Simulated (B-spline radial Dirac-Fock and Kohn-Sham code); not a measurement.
# X-ray scattering factor of Gd³⁺

System: Gd³⁺, configuration [Xe] 4f7.

Level of theory: configuration-average Dirac-Fock orbitals; a radial finite-basis atomic code. f₀ is the Fourier transform of the spherical electron density, S the Waller-Hartree incoherent function, and s = sin θ/λ. The electron scattering factor follows from the Mott-Bethe formula f_e = 0.023934 Å⁻¹·(Z − f₀)/s².

| s (Å⁻¹) | f₀ | S | f_e (Å) | tabulated f₀ |
| --- | --- | --- | --- | --- |
| 0 | 61.000 | 0.000 | – | 60.998 |
| 0.05 | 60.363 | 0.677 | 34.821 | 60.353 |
| 0.1 | 58.560 | 2.462 | 13.020 | 58.536 |
| 0.15 | 55.877 | 4.821 | 8.640 | 55.845 |
| 0.2 | 52.682 | 7.296 | 6.772 | 52.649 |
| 0.25 | 49.317 | 9.681 | 5.623 | 49.281 |
| 0.3 | 46.037 | 11.935 | 4.777 | 45.990 |
| 0.35 | 42.985 | 14.054 | 4.106 | 42.927 |
| 0.4 | 40.213 | 16.017 | 3.558 | 40.154 |
| 0.45 | 37.717 | 17.810 | 3.107 | 37.667 |
| 0.5 | 35.461 | 19.438 | 2.732 | 35.428 |
| 0.6 | 31.525 | 22.315 | 2.159 | 31.521 |
| 0.7 | 28.179 | 24.875 | 1.750 | 28.181 |
| 0.8 | 25.328 | 27.234 | 1.446 | 25.328 |
| 0.9 | 22.935 | 29.434 | 1.213 | 22.945 |
| 1 | 20.968 | 31.492 | 1.030 | 20.996 |
| 1.1 | 19.370 | 33.415 | 0.883 | 19.415 |
| 1.2 | 18.071 | 35.200 | 0.763 | 18.121 |
| 1.4 | 16.071 | 38.321 | 0.585 | 16.090 |
| 1.6 | 14.477 | 40.848 | 0.463 | 14.445 |
| 1.8 | 13.022 | 42.884 | 0.377 | 12.975 |
| 2 | 11.629 | 44.566 | 0.313 | 11.619 |
| 2.5 | 8.610 | 47.825 | 0.212 | 8.766 |
| 3 | 6.610 | 50.259 | 0.153 | 6.763 |
| 3.5 | 5.487 | 52.150 | 0.114 | 5.496 |
| 4 | 4.830 | 53.648 | 0.089 | 4.727 |
| 5 | 3.898 | 55.830 | 0.058 | 3.842 |
| 6 | 3.057 | 57.265 | 0.041 | 3.124 |

Tabulated f₀: the analytical fit of Waasmaier and Kirfel, Acta Cryst. A51, 416 (1995). These are calculations too.

f₀ starts at the number of electrons, 61, and has fallen to half at s ≈ 0.63 Å⁻¹. The sum of ⟨r²⟩ over the electrons is 35.10 bohr². For an ion f_e diverges as s goes to zero, because of the net charge.
